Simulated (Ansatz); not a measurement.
Stepwise reaction of `O=C=N[Si](F)(Cl)Cl` with hydrogen, as a gas-phase model of exchange steps in deposition or etching. ΔE in kJ/mol.

Gas-phase electronic energies from Ansatz, PBE0-D4/def2-TZVP geometries. CBS: MP2 limit from def2 TZ/QZ plus the TZ coupled-cluster correction, frozen cores. This one scheme is used for every species. Functionals use def2-TZVPP. B3LYP here is the variant with VWN-RPA as its local correlation; programs differ in this. One conformer a species, not always the lowest.

| step | reaction | PBE-D4 | B3LYP-D4 | ωB97M-V | CCSD(T)/CBS |
| --- | --- | --- | --- | --- | --- |
| 1 | `O=C=N[Si](F)(Cl)Cl` + H₂ → `O=C=N[SiH](F)Cl` + HCl | 76.4 | 74.3 | 76.3 | 74.2 |
| 2 | `O=C=N[SiH](F)Cl` + H₂ → `O=C=N[SiH2]F` + HCl | 87.7 | 85.2 | 87.8 | 86.2 |

Question: By hand: ΔE of the 2 steps together at CCSD(T)/CBS.

Answer: (74.2) + (86.2) = 160.4 kJ/mol, or 80.2 kJ/mol a step.

In ΔE each step is higher than the one before. All are uphill at CCSD(T)/CBS. PBE-D4 differs from CCSD(T)/CBS by 1.5 to 2.2 kJ/mol a step. Isolated molecules leave out the surface, adducts and barriers. Largest T1 diagnostic: 0.015.
